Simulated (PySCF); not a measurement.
## [YbF3(H2O)]− at several levels of theory

Computed with PySCF 2.14.0 (density fitting, no spin-orbit coupling) at the geometry relaxed with PBE0:

```xyz
7
[YbF3(H2O)]− (singlet in the valence; each metal's 4f electrons, 14 of them, lie in its core potential, out of spins and levels)
Yb    0.1005    0.1598    0.2198
F     1.4775    1.0851    1.5939
F    -2.1027   -0.1424    0.6629
F     0.7735   -1.1876   -1.3141
O    -1.7064    1.2132   -1.3267
H    -2.1241    0.6655   -0.5691
H    -1.6581    0.5949   -2.0648
```

```csv
level,basis,state,HOMO (eV),gap (eV),charge on Yb1 (e),population of f-type functions on Yb1 (polarisation alone where 4f lies in the core),dipole about the centre of mass (D),largest force component (eV/Å)
PBE0,"Yb lcecp-0-SVP with ECP60, F def2-SVP, O def2-SVP, H def2-SVP",singlet,–,–,0.73,0.02,1.25,0.02
r2SCAN,the same,singlet,–,–,0.68,0.02,1.24,0.25
PBE0,"Yb lcecp-0-TZVP with ECP60, F def2-TZVP, O def2-TZVP, H def2-TZVP",singlet,–,–,1.17,0.03,1.13,0.21
```

In the lcecp rows the 4f levels are missing from HOMO and gap, and the state counts the valence alone.

Charges are Mulliken's, which hang on the basis. The relaxation used the grid (50, 194), these runs (75, 302) or, all-electron (x2c bases, spin-free X2C Hamiltonian), (99, 590).

(1) What does B3LYP with Yb lcecp-0-SVP with ECP60, F def2-SVP, O def2-SVP, H def2-SVP give here?

An lcecp potential fixes the number of 4f electrons, so in runs with it no electron can move into or out of that shell.

Results:

(1) state singlet, charge on Yb1 (e) 0.65, population of f-type functions on Yb1 (polarisation alone where 4f lies in the core) 0.02, dipole about the centre of mass (D) 1.26, largest force component (eV/Å) 0.19. Time: 5.4 s on 2 threads of Arm Neoverse V1, with other jobs on the host, from an already converged density.
